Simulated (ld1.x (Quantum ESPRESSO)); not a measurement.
## Reading a pseudo-wave (sulfur (S))

Columns: radius, all-electron u(r) and pseudo u(r) of the 3s shell (level -39.24 eV) of sulfur in the configuration [Ne] 3s2 3p2; BLYP, scalar-relativistic, TM semilocal scheme, ld1.x (Quantum ESPRESSO) 7.5.

```csv
r (bohr),all-electron,pseudo
0.080,0.1850,0.1308
0.160,-0.1270,0.2353
0.240,-0.3655,0.2953
0.320,-0.4427,0.3092
0.400,-0.3901,0.2934
0.480,-0.2574,0.2722
0.560,-0.0856,0.2655
0.640,0.0966,0.2868
0.720,0.2711,0.3455
0.800,0.4275,0.4429
0.880,0.5605,0.5612
0.960,0.6686,0.6686
1.040,0.7525,0.7525
1.120,0.8137,0.8137
1.200,0.8543,0.8543
1.280,0.8769,0.8769
1.360,0.8841,0.8841
1.440,0.8783,0.8783
1.520,0.8620,0.8620
1.600,0.8374,0.8374
1.680,0.8066,0.8066
1.760,0.7712,0.7712
1.840,0.7325,0.7325
1.920,0.6920,0.6920
2.000,0.6505,0.6505
2.080,0.6088,0.6088
```

**Question.** How many radial nodes do the two functions have?

**Answer.** The all-electron 3s function has n − l − 1 = 2; the pseudo-wave has 0, since the states of the same l below it are removed with the core.

**Question.** At about which radius was the pseudo-wave matched?

**Answer.** 0.95 bohr, where the columns begin to agree (steps of 0.08 bohr).

**Question.** Is the pseudo-wave norm-conserving?

**Answer.** Yes: the TM semilocal scheme keeps the norm inside the radius equal to the all-electron one, which fixes the energy derivative of the logarithmic derivative at the level.
